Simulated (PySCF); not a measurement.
C₅H₈BFO₂.
Numbering: `[CH3:1][CH2:2][B@@H-:3]1[O:4][C:5]([F:6])=[CH:7][CH:8]=[O+:9]1` (hydrogens: H10, H11, H12 on C1; H13, H14 on C2; H15 on B3; H16 on C7; H17 on C8)

Cartesian coordinates in Å at the PBE0-D3(BJ)/def2-SVP level; atoms count from 1:
```xyz
17
C5H8BFO2 angstrom
C     -1.9041    0.2435   -0.5226
C     -1.4895   -0.9180    0.3746
B      0.0680   -1.0129    0.6841
O      0.5195    0.3328    1.3882
C      1.3220    1.1324    0.8768
F      1.5622    2.2126    1.5723
C      1.9743    0.9681   -0.3483
C      1.6730   -0.1991   -1.0343
O      0.8652   -1.0875   -0.6261
H     -1.6516    1.2171   -0.0697
H     -2.9872    0.2587   -0.7215
H     -1.4003    0.1988   -1.5028
H     -2.0243   -0.8633    1.3394
H     -1.8016   -1.8767   -0.0763
H      0.4436   -1.9160    1.4075
H      2.6699    1.7118   -0.7270
H      2.1488   -0.4073   -2.0038
```

Level of theory: TDDFT PBE0/def2-SVPD, vertical, gas phase, core orbitals frozen in the response in PySCF 2.14.0, density-fitted response routines.

Each state is given a Gaussian of 0.3 eV full width at half maximum, with ε(max) = 2.175×10⁸ f / Δν̃ (Δν̃ the width in cm⁻¹). The cross-section is σ = 3.8235×10⁻²¹ ε cm², given in Mb (10⁻¹⁸ cm²). The width is an assumption, not a result. The curve ends short of the highest state used, and states not computed would add to its high-energy end.

(E (eV), σ (Mb)): (3.29, 0.02), (3.39, 0.18), (3.49, 1.12), (3.59, 3.82), (3.69, 7.05), (3.78, 7.23), (3.88, 4.14), (3.98, 1.28), (4.08, 0.21), (4.18, 0.02), (4.28, 0.00), (4.38, 0.00), (4.48, 0.00), (4.58, 0.00), (4.68, 0.00), (4.78, 0.00), (4.87, 0.00), (4.97, 0.00), (5.07, 0.02), (5.17, 0.20), (5.27, 0.89), (5.37, 2.53), (5.47, 5.34), (5.57, 9.65), (5.67, 15.93), (5.77, 26.15), (5.86, 35.54), (5.96, 33.08), (6.06, 17.57), (6.16, 5.26), (6.26, 1.79), (6.36, 3.84), (6.46, 7.87), (6.56, 8.87), (6.66, 5.41), (6.76, 1.93)

(1) Locate the maxima and give the states behind the curve.

(2) On this curve, what absorbance would a 10⁻⁴ mol/L sample give at 355 nm over a 1 cm path?

(3) Coming from long wavelengths, where does ε first pass 100 L mol⁻¹ cm⁻¹?

Results:

(1) 331 nm (3.74 eV), ε about 2000, made up of S1 (100%); 210 nm (5.90 eV), ε about 9600, made up of S4 (57%) and S5 (38%); 190 nm (6.53 eV), ε about 2400, made up of S6 (100%) (ε in L mol⁻¹ cm⁻¹; maxima over ε = 5, shares over 10%). The states used: S1 3.74 eV (f 0.022); S2 5.46 eV (f 0.0068); S3 5.66 eV (f 0.027); S4 5.90 eV (f 0.061); S5 5.92 eV (f 0.042); S6 6.53 eV (f 0.027); S7 7.06 eV (f 0.0072); S8 7.20 eV (f 0.016); S9 7.33 eV (f 0.084); S10 7.36 eV (f 0.0078).

(2) 355 nm is 3.493 eV, where ε is about 300 L mol⁻¹ cm⁻¹, so A = ε c l ≈ 0.03 (Beer–Lambert, with the gas-phase spectrum and the assumed width).

(3) At about 362 nm (3.43 eV), 0.31 eV below S1.

All these states lie below the vertical ionisation energy of 9.01 eV (ΔSCF).

One conformer stands for the species.
